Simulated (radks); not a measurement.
Q: These are the eigenvalues of the occupied orbitals of an atom or ion with whole-number occupations (eV). Method: non-relativistic Kohn-Sham, LDA (Slater exchange, Perdew-Wang correlation), spin-unpolarised, spherical densities, point nucleus; computed with a radial shooting solver on a logarithmic mesh with Libxc functionals.

1s: -9454.760
2s: -1198.505
2p: -1065.571
3s: -189.8642
3p: -147.2978
3d: -74.1258

Which element is it, and in what charge state? The configuration may be excited.

A: Z = 30, zinc, charge +4: Zn4+ in [Ar] 3d8. The list shows which subshells hold electrons but not how many an open one holds; the 1s level, -347.46 hartree, gives Z - s = 26.4 by -(Z - s)^2/2, which with screening narrows Z to a few neighbours, and the depths of the outer levels then fix element, charge and occupations together.
